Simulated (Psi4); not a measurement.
BaCl2, triplet, geometry from GFN2-xTB (such geometries of metal compounds can be far from the true shape) (a higher spin typed on purpose: for a closed-shell molecule this is an excited state) (core potentials on Ba); Psi4 with PBE/def2-TZVPD.

Input for Psi4:
```
memory 2 GB

molecule {
0 3
Ba    0.44788765    0.54476620    0.61738623
Cl    0.18854736   -0.67339810   -1.88635475
Cl   -1.66394199   -1.12112585   -0.14738811
}

set {
  basis def2-tzvpd
  reference uks
}

energy('pbe')
print_variables()
```

Task: What does Psi4 print? Leave out banner, timings and long lists.

Result: 
```
   => Loading Basis Set <=

    Name: DEF2-TZVPD
    Role: ORBITAL
    Keyword: BASIS

    !!!  WARNING: ECP capability is in beta. Please check occupations closely.  !!!

         ---------------------------------------------------------
                                   SCF
               by Justin Turney, Rob Parrish, Andy Simmonett
                          and Daniel G. A. Smith
                              UKS Reference
         ---------------------------------------------------------

  ==> Geometry <==

    Molecular point group: c2v
    Full point group: C2v

    Geometry (in Angstrom), charge = 0, multiplicity = 3:

       Center              X                  Y                   Z               Mass
    ------------   -----------------  -----------------  -----------------  -----------------
         BA           0.000000000000     0.000000000000     0.834872718017   137.905247000000
         CL           1.289978866592     0.000000000000    -1.646226849916    34.968852682000
         CL          -1.289978866592    -0.000000000000    -1.646226849916    34.968852682000

  Running in c2v symmetry.

  Rotational constants: A =      0.14485  B =      0.05901  C =      0.04193 [cm^-1]
  Rotational constants: A =   4342.50802  B =   1769.17970  C =   1257.04672 [MHz]
  Nuclear repulsion =  123.616782775074029

  Charge       = 0
  Multiplicity = 3
  Electrons    = 44
  Nalpha       = 23
  Nbeta        = 21

  ==> Algorithm <==

  SCF Algorithm Type is DF.
  DIIS enabled.
  MOM disabled.
  Fractional occupation disabled.
  Guess Type is SAD.
  Energy threshold   = 1.00e-06
  Density threshold  = 1.00e-06
  Integral threshold = 1.00e-12

  ==> Primary Basis <==

  Basis Set: DEF2-TZVPD
    Blend: DEF2-TZVPD
    Number of shells: 46
    Number of basis functions: 132
    Number of Cartesian functions: 150
    Spherical Harmonics?: true
    Max angular momentum: 3

  Core potential: DEF2-TZVPD
    Number of shells: 4
    Number of ECP primitives: 10
    Number of ECP core electrons: 46
    Max angular momentum: 3

  ==> DFT Potential <==

   => LibXC <=

    Version 7.1.2
    S. Lehtola, C. Steigemann, M. J. T. Oliveira, and M. A. L. Marques,  SoftwareX 7, 1–5 (2018) (10.1016/j.softx.2017.11.002)

   => Composite Functional: PBE <=

    PBE GGA Exchange-Correlation Functional

    J.P. Perdew et. al., Phys. Rev. Lett., 77(18), 3865-3868, 1996

    Deriv               =              1
    GGA                 =           TRUE
    Meta                =          FALSE

    Exchange Hybrid     =          FALSE
    MP2 Hybrid          =          FALSE

   => Exchange Functionals <=

    1.0000     XC_GGA_X_PBE

   => Correlation Functionals <=

    1.0000     XC_GGA_C_PBE

   => LibXC Density Thresholds  <==

    XC_GGA_C_PBE:  1.00E-12
    XC_GGA_X_PBE:  1.00E-15

   => Molecular Quadrature <=

    Radial Scheme          =       TREUTLER
    Pruning Scheme         =           NONE
    Nuclear Scheme         =       TREUTLER

    Blocking Scheme        =         OCTREE
    BS radius alpha        =              1
    Pruning alpha          =              1
    Radial Points          =             75
    Spherical Points       =            302
    Total Points           =          66037
    Total Blocks           =            609
    Max Points             =            256
    Max Functions          =            126
    Weights Tolerance      =       1.00E-15

   => Loading Basis Set <=

    Name: (DEF2-TZVPD AUX)
    Role: JKFIT
    Keyword: DF_BASIS_SCF

  ==> Integral Setup <==

  SCF_SUBTYPE=INCORE selected. In-core MEM_DF algorithm will be used.
  Using in-core AOs.

  ==> MemDFJK: Density-Fitted J/K Matrices <==

    J tasked:                   Yes
    K tasked:                    No
    wK tasked:                   No
    Algorithm:                 Core
    Schwarz Cutoff:           1E-12
    Mask sparsity (%):       1.2626
    Fitting Condition:        1E-10

   => Auxiliary Basis Set <=

  Basis Set: (DEF2-TZVPD AUX)
[...]
    Irrep   Nso     Nmo
   -------------------------
     A1        49      49
     A2        19      19
     B1        40      40
     B2        24      24
   -------------------------
    Total     132     132
   -------------------------

  ==> Iterations <==

                           Total Energy        Delta E     RMS |[F,P]|

   @DF-UKS iter SAD:  -945.42186804742767   -9.45422e+02   0.00000e+00
   @DF-UKS iter   1:  -945.51630456046905   -9.44365e-02   7.16305e-03 ADIIS/DIIS
   @DF-UKS iter   2:  -945.41160411934652    1.04700e-01   8.99609e-03 ADIIS/DIIS
   @DF-UKS iter   3:  -945.59997116171849   -1.88367e-01   1.19841e-03 ADIIS/DIIS
   @DF-UKS iter   4:  -945.60455725339989   -4.58609e-03   4.03728e-04 ADIIS/DIIS
   @DF-UKS iter   5:  -945.60501282472592   -4.55571e-04   1.10918e-04 ADIIS/DIIS
   @DF-UKS iter   6:  -945.60505427182693   -4.14471e-05   2.56914e-05 DIIS
   @DF-UKS iter   7:  -945.60505849998287   -4.22816e-06   1.41176e-05 DIIS
   @DF-UKS iter   8:  -945.60505991460423   -1.41462e-06   5.80953e-06 DIIS
   @DF-UKS iter   9:  -945.60506021330195   -2.98698e-07   1.12862e-06 DIIS
   @DF-UKS iter  10:  -945.60506023770472   -2.44028e-08   3.04590e-07 DIIS
  Energy and wave function converged.

  ==> Post-Iterations <==

   Electrons on quadrature grid:
      Nalpha   =   22.9999737443 ; deviation = -2.626e-05
      Nbeta    =   20.9999794515 ; deviation = -2.055e-05
      Ntotal   =   43.9999531958 ; deviation = -4.680e-05

   @Spin Contamination Metric:   2.244509067E-03
   @S^2 Expected:                2.000000000E+00
   @S^2 Observed:                2.002244509E+00
   @S   Expected:                1.000000000E+00
   @S   Observed:                1.000000000E+00

    Orbital Energies [Eh]
    ---------------------

    Alpha Occupied:

[...]
    Alpha Virtual:

[...]
      49A1   256.801178

    Beta Occupied:

[...]
    Beta Virtual:

[...]
    Final Occupation by Irrep:
             A1    A2    B1    B2
    DOCC [     9,    2,    7,    3 ]
    SOCC [     1,    0,    1,    0 ]
    NA   [    10,    2,    8,    3 ]
    NB   [     9,    2,    7,    3 ]

  @DF-UKS Final Energy:  -945.60506023770472

   => Energetics <=

    Nuclear Repulsion Energy =            123.6167827750740287
    One-Electron Energy =               -1560.0533146146740364
    Two-Electron Energy =                 550.6709806924836812
    DFT Exchange-Correlation Energy =     -59.8395090905882867
    Empirical Dispersion Energy =           0.0000000000000000
    VV10 Nonlocal Energy =                  0.0000000000000000
    Total Energy =                       -945.6050602377047198

  UHF NO Occupations:
  HONO-2 :    9 A1 1.9994907
  HONO-1 :    8 B1 1.0000000
  HONO-0 :   10 A1 1.0000000
  LUNO+0 :   11 A1 0.0005093
  LUNO+1 :    9 B1 0.0002168
  LUNO+2 :   12 A1 0.0001726
  LUNO+3 :   13 A1 0.0000485

Computation Completed

Properties will be evaluated at   0.000000,   0.000000,   0.000000 [a0]

Properties computed using the SCF density matrix

 Multipole Moments:

 ------------------------------------------------------------------------------------
     Multipole            Electronic (a.u.)      Nuclear  (a.u.)        Total (a.u.)
 ------------------------------------------------------------------------------------

 L = 1.  Multiply by 2.5417464519 to convert [e a0] to [Debye]
 Dipole X            :          0.0000000            0.0000000            0.0000000
 Dipole Y            :          0.0000000            0.0000000            0.0000000
 Dipole Z            :         91.3424740          -89.9944003            1.3480737
 Magnitude           :                                                    1.3480737

 ------------------------------------------------------------------------------------

  Variable Map:
  ----------------------------------------------------------------------------
[...]
  Array Variable Map:
  ----------------------------------------------------------------------------
[...]
[...]
```
